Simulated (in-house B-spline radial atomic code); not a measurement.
**Ionising Er³⁵⁺ with different functionals**

Computed with a B-spline radial code for spherical atoms: scalar-relativistic (spin-free X2C) Hamiltonian, Fermi nucleus of rms radius 5.2516 fm, spin-polarised at highest spin, spherical fractional occupations for the functionals. The ionisation energy is the difference of two self-consistent energies, [Ar] 3d10 4s2 4p3 → [Ar] 3d10 4s2 4p2, without Breit or QED terms; ε is the level of the shell that loses the electron (its least bound occupied spin orbital). There is no spin-orbit coupling in this Hamiltonian.

Hybrids are left out here: with spherical fractional occupations of an open shell their exact exchange keeps a self-interaction that integer-occupation calculations don't have.

```
  method      rung  ΔSCF (eV)  -ε(4p) (eV)
LDA PW92       LDA    1543.17      1518.92
LDA VWN5       LDA    1543.18      1518.93
    RPBE       GGA    1543.25      1519.25
    TPSS  meta-GGA    1543.69      1519.84
```

(1) Among the functionals, which spreads more, the ΔSCF values or the orbital energies?

(2) How do they compare with the NIST value?

Results:

(1) The orbital energies: ΔSCF values span about 0.53 eV and the orbital energies 0.92 eV.

(2) NIST lists 1516 eV ± 5 (tabulated theory, ground level to ground level). Errors run from +27.17 to +27.69 eV. The correlated functionals all miss on the same side by more than they spread, so the cause is common to them (spin-orbit coupling, Breit-QED terms, multiplet and fine-structure energies, or a listed next ion that isn't the cheapest removal here) and closeness doesn't rank the functionals.
